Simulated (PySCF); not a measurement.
**Frontier orbitals and the lowest excitations**

C₄H₇NO₂Si.
Structure used (PBE0-D3(BJ)/def2-SVP), in Å, numbered top down from 1:
```
atom  x, y, z in Å
N1     2.5122    1.0186    0.9451
C2     1.8507    0.4167    0.2068
Si3    0.7632   -0.5364   -0.9742
O4    -0.3181    0.5132   -1.6407
C5    -1.6219    0.6753   -1.1067
C6    -1.7668    0.0780    0.2863
C7    -1.4029   -1.3989    0.3444
O8    -0.0861   -1.6574   -0.1163
H9     1.6289   -1.1583   -1.9934
H10   -2.3418    0.2015   -1.7982
H11   -1.8500    1.7530   -1.0840
H12   -2.8065    0.2077    0.6278
H13   -1.1330    0.6404    0.9953
H14   -1.4807   -1.7701    1.3788
H15   -2.1075   -1.9875   -0.2705
```

Method: PySCF, TDDFT B3LYP/def2-SVPD, vertical, gas phase, core orbitals frozen in the response.

Frontier orbitals with the atoms that hold most of them (Löwdin shares over 4%, at most four atoms; ? is withheld):

| orbital | ε (eV) | atoms |
| --- | --- | --- |
| HOMO-3 | -9.61 | N1 46%, C2 37%, Si3 7%, H9 5% |
| HOMO-2 | -8.96 | O8 27%, O4 26%, C6 11%, C7 8% |
| HOMO-1 | -8.47 | O8 23%, O4 21%, C7 8%, C5 7% |
| HOMO | -8.40 | ? |
| LUMO | ? | ? |
| LUMO+1 | -0.75 | N1 28%, C2 27%, Si3 21%, H9 7% |
| LUMO+2 | 0.12 | C6 11%, C7 10%, H12 10%, C5 10% |

(1) Give the leading atoms of the HOMO.

(2) Give the leading atoms of the LUMO.

(3) What is the LUMO energy, and the HOMO–LUMO gap?

Results:

(1) O4 (bonded to C and Si) 30%; O8 (bonded to C and Si) 28%; C5 (bonded to C, O and 2 H) 9%; C7 (bonded to C, O and 2 H) 9%. By element: oxygen 59%, carbon 18% or more.

(2) C2 (bonded to N and Si) 27%; N1 (bonded to C) 25%; Si3 (bonded to C, 2 O and H) 23%; O8 (bonded to C and Si) 7%.

(3) ε(LUMO) = -0.95 eV; the gap is 7.44 eV (0.2735 hartree).

Problem. The HOMO–LUMO gap is 7.44 eV. Where does the response calculation put the lowest singlet, and from which orbitals?

Solution. S1 is at 6.49 eV (f = 0.0006), 0.95 eV below the gap, made of HOMO-1→LUMO (93%). Its leading pair isn't HOMO and LUMO; the energies of that pair differ by 7.52 eV. Without the coupling terms of the response equations the lowest excitation would equal the gap.

Problem. One configuration dominates each of S1, S2, S3, S4 and S6. Which, and how do the shares of the two leading atoms of either orbital change from the occupied to the empty one?

Solution. 
- S1 (6.49 eV, f 0.0006), HOMO-1→LUMO (93%): O8 23% → 7%, O4 21% → at most 8%, C2 at most 8% → 27%, N1 at most 8% → 25%
- S2 (6.50 eV, f 0.016), HOMO→LUMO (93%): O4 30% → at most 8%, O8 28% → 7%, C2 at most 9% → 27%, N1 at most 9% → 25%
- S3 (6.63 eV, f 0.0001), HOMO→LUMO+1 (88%): O4 30% → at most 7%, O8 28% → at most 7%, N1 at most 9% → 28%, C2 at most 9% → 27%
- S4 (6.70 eV, f 0.0014), HOMO-1→LUMO+1 (96%): O8 23% → at most 7%, O4 21% → at most 7%, N1 at most 8% → 28%, C2 at most 8% → 27%
- S6 (6.99 eV, f 0.011), HOMO-2→LUMO (82%): O8 27% → 7%, O4 26% → at most 8%, C2 at most 8% → 27%, N1 at most 8% → 25%

Löwdin shares depend on the basis, the more so with diffuse functions.

One conformer stands for the species.
